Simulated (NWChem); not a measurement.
Species: SiBrCl, singlet; SMILES [Si](Cl)Br

```xyz
3

Si     1.0183    -0.6480     0.0000
Cl    -0.5017    -2.0828     0.0000
Br    -0.1638     1.2764     0.0000
```
Atoms are numbered in this order, from 1.

Program: NWChem. Geometry optimised at PBE0/def2-SVP; all other runs use it. Low-valent species are run as closed-shell singlets; no triplet was tried in these runs. This build's default masses of Se (78.918 u) and Br (79.917 u) are each other's, which moves their modes by up to 0.6 %.

| quantity | level | value |
|---|---|---|
| anisotropy (bohr³), static | PBE/def2-SVPD | 33.1 |
| −ε(HOMO) (eV) | PBE/def2-SVP | 6.46 |
| vertical, lowest state with f > 0.02, singlet (eV) | PBE/def2-SVPD, TDA | 4.68 |
| cavity-dispersion-structure term (kcal/mol) in water | PBE0/def2-SVP, SMD | 0.0 |
| dipole (D) | PBE0/def2-SVP | 0.93 |
| highest harmonic frequency (cm⁻¹) | PBE0/def2-SVP | 530 |
